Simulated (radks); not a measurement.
Values are calculated unless marked as measured or tabulated.
Cu22+, configuration [He] 2s2 2p3.

Level of theory: scalar-relativistic Kohn-Sham, LB94 model potential, spin-polarised, spherical densities, finite nucleus; open shells are filled with parallel spins first; Fermi nuclear charge, rms radius 3.8823 fm (a radial shooting solver on a logarithmic mesh with Libxc functionals).

Energy parts (eV):
part                  energy
kinetic            34897.791
electron-nucleus  -72338.497
Hartree             4160.574
(The LB94 potential has no energy functional, so no total or exchange-correlation energy is given.)

Orbitals (lengths in bohr, moments of r in powers of bohr; <r^-3> diverges for s and p1/2; r(max) is where P^2 peaks; r(90%) holds 90 % of the orbital's charge):
| orbital | occ. | eigenvalue (eV) | r(max) | <r^-3> | r(90%) | <r> |
|---|---|---|---|---|---|---|
| 1s up | 1 | -10174.71 | 0.03408 | - | 0.0926 | 0.05189 |
| 1s down | 1 | -10182.40 | 0.03409 | - | 0.0924 | 0.05184 |
| 2s up | 1 | -2151.484 | 0.1902 | - | 0.341 | 0.2225 |
| 2s down | 1 | -2117.591 | 0.1909 | - | 0.343 | 0.2237 |
| 2p up | 3 | -2040.735 | 0.1507 | 817.9 | 0.310 | 0.1919 |
| 2p down | 0 | -2008.540 | 0.1502 | 823.1 | 0.312 | 0.1923 |

The highest occupied level is 2p up at -2040.7 eV. Spin moment in Bohr magnetons: 3.
